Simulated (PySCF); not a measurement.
Species: C2H7FOSi2.
Numbering: `[OH:1][Si@@H:2]1[CH2:3][SiH2:4][C@@H:5]1[F:6]` (hydrogens: H7 on O1; H8 on Si2; H9, H10 on C3; H11, H12 on Si4; H13 on C5)

Computed by this run: PBE0-D3(BJ)/def2-SVP geometry optimisation, gas phase in PySCF; density fitting, grid level 1; the optimiser is geomeTRIC in internal coordinates, started from a GFN2-xTB structure with every atom displaced at random (about 0.01 Å).

Step 0: E = -22683.5480 eV
```
atom  x, y, z in Å  |  force x, y, z in eV/Å
O1     -2.1702   -0.5394   -0.7445   -1.220   0.991  -0.920
Si2    -1.1665    0.4788    0.0110    2.384  -0.315   0.168
C3      0.3866    0.9483   -1.0016    0.471   0.178   1.611
Si4     1.5787   -0.2179    0.0161   -2.896   0.582  -0.096
C5      0.0231   -0.5123    1.1729   -0.053  -0.420   0.268
F6     -0.3481   -1.8452    1.3357   -0.132  -0.317  -0.179
H7     -2.0856   -1.4609   -0.6532    0.280  -1.830   0.276
H8     -1.9616    1.5480    0.5799   -0.356   0.695   0.276
H9      0.3470    0.7426   -2.0368   -0.141  -0.329  -1.728
H10     0.6789    1.9952   -0.8966    0.075   0.431  -0.003
H11     2.6819    0.4087    0.6814    1.028   0.542   0.444
H12     1.9376   -1.4450   -0.6690    0.303  -0.634  -0.407
H13     0.1048   -0.1133    2.1887    0.257   0.425   0.290
```

Step 1: E = -22683.8728 eV
```
atom  x, y, z in Å  |  force x, y, z in eV/Å
O1     -2.1250   -0.5986   -0.7545    0.004  -0.345  -0.163
Si2    -1.0927    0.4633   -0.0045   -0.294   0.086   0.256
C3      0.4159    1.0062   -1.0063   -0.037  -0.352  -0.223
Si4     1.4508   -0.2226    0.0288    0.306   0.227  -0.047
C5     -0.0184   -0.5534    1.2331    0.028   0.060  -0.223
F6     -0.4200   -1.8805    1.3658    0.004   0.102  -0.068
H7     -1.9658   -1.5456   -0.6126    0.021   0.435   0.089
H8     -1.8868    1.5927    0.5663   -0.035  -0.037  -0.046
H9      0.3544    0.7950   -2.0947    0.015  -0.019   0.321
H10     0.7074    2.0619   -0.8942   -0.032  -0.005   0.109
H11     2.6531    0.4329    0.6413   -0.017  -0.144   0.024
H12     1.8311   -1.4559   -0.7213    0.000  -0.010   0.015
H13     0.1026   -0.1078    2.2368    0.039   0.002  -0.046
```

Step 2: E = -22683.9029 eV
```
atom  x, y, z in Å  |  force x, y, z in eV/Å
O1     -2.1316   -0.5958   -0.7614   -0.058  -0.054  -0.154
Si2    -1.1109    0.4700   -0.0030    0.015   0.052   0.158
C3      0.4098    0.9931   -0.9978    0.028  -0.069  -0.089
Si4     1.4692   -0.2170    0.0248    0.003   0.115  -0.033
C5     -0.0139   -0.5430    1.2114    0.000   0.027  -0.054
F6     -0.4163   -1.8686    1.3329   -0.042  -0.053   0.008
H7     -1.9585   -1.5264   -0.5789    0.030   0.029   0.100
H8     -1.9143    1.5968    0.5562   -0.014  -0.015  -0.027
H9      0.3498    0.7754   -2.0766    0.012   0.007   0.036
H10     0.6930    2.0504   -0.8803   -0.010   0.025   0.017
H11     2.6698    0.4105    0.6613    0.005  -0.058   0.002
H12     1.8480   -1.4535   -0.7208    0.008   0.000   0.003
H13     0.1128   -0.1046    2.2163    0.023  -0.006   0.033
```

Problem. Estimate the geometry and energy of step 3. (The exact step hangs on the optimiser's Hessian estimate; all steps are aligned on step 2, rigid shifts and turns removed.)

Solution. E = -22683.9090 eV, largest force 0.127 eV/Å
```
atom  x, y, z in Å  |  force x, y, z in eV/Å
O1     -2.1251   -0.6026   -0.7645   -0.028   0.010  -0.123
Si2    -1.1145    0.4735   -0.0043    0.060   0.050   0.059
C3      0.4107    0.9953   -0.9984    0.011   0.027   0.003
Si4     1.4713   -0.2121    0.0211   -0.058   0.016  -0.016
C5     -0.0164   -0.5421    1.2044    0.014   0.020   0.023
F6     -0.4251   -1.8680    1.3178   -0.032  -0.028   0.001
H7     -1.9474   -1.5211   -0.5357    0.013  -0.074   0.088
H8     -1.9273    1.5990    0.5411   -0.003   0.004  -0.001
H9      0.3548    0.7770   -2.0750    0.004   0.004  -0.037
H10     0.6888    2.0545   -0.8780   -0.009   0.003  -0.002
H11     2.6747    0.3932    0.6700    0.013  -0.012   0.001
H12     1.8481   -1.4472   -0.7279    0.005  -0.001  -0.001
H13     0.1141   -0.1121    2.2135    0.010  -0.021   0.005
```

The energy changes by -0.0062 eV. The first-order estimate −F·Δx gives -0.0083 eV and the mean of the old and new forces, exact on a quadratic surface, -0.0063 eV. The step makes an angle of 66° with the force vector and moves no atom by more than 0.045 Å.

What follows is the cost of the whole optimisation. Hardware: Arm Neoverse N1, one thread (shared host). Cost: 3.4 min wall, 0.51 GiB resident at most.
